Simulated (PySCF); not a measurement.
# Boron: a sound run and one with changed settings

Sound run: B⁺ [He] 2s2, B²⁺ [He] 2s1. Calculation: PySCF 2.14, in def2-TZVP (5s3p2d1f, 31 functions); no relativity, point nucleus. The sound run starts from symmetry-adapted Hartree-Fock orbitals and uses a fine grid where one is needed.

A second run was set up differently.

```tsv
species	method	sound run (hartree)	changed run (hartree)	converged
B⁺	UHF	-24.23683	-24.23683	yes
B⁺	PBE	-24.29148	-24.28087	yes
B⁺	BP86	-24.32890	-24.31445	yes
B²⁺	UHF	-23.37541	-23.37541	yes
B²⁺	PBE	-23.38745	-23.42673	yes
B²⁺	BP86	-23.42157	-23.46757	yes
```

Ionisation energy of B⁺:

| method | sound run (eV) | changed run (eV) |
| --- | --- | --- |
| UHF | 23.441 | 23.441 |
| PBE | 24.600 | 23.242 |
| BP86 | 24.690 | 23.045 |

Q: What was changed?
A. a valence shell is frozen
B. basis contracted for another Hamiltonian
C. level shift left on
D. radial grid too coarse

A: D. It used radial step 1.2 in ln r (0.13 in the sound run). A coarse radial grid mis-integrates the density and the exchange-correlation energy, with errors of either sign; Hartree-Fock needs no grid.
